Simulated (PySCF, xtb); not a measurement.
F3Sb, SMILES [F][Sb]([F])[F] (connectivity only; charge and spin as stated), charge +1, multiplicity 2.

Harmonic wavenumbers (cm⁻¹) from GFN2-xTB (xtb 6.7.1) at its own minimum, in rising order: 95, 95, 120, 322, 323, 370.

**Question.** What does B3LYP-D3(BJ)/def2-SVP in PySCF 2.14.0 give at its own minimum? (Estimate from the structure and the level; the computed values follow.)

**Answer.** 154, 154, 176, 635, 654, 654. Paired by order, the mean absolute difference is 184 cm⁻¹ and the zero-point energies are 1.9 and 3.5 kcal/mol.
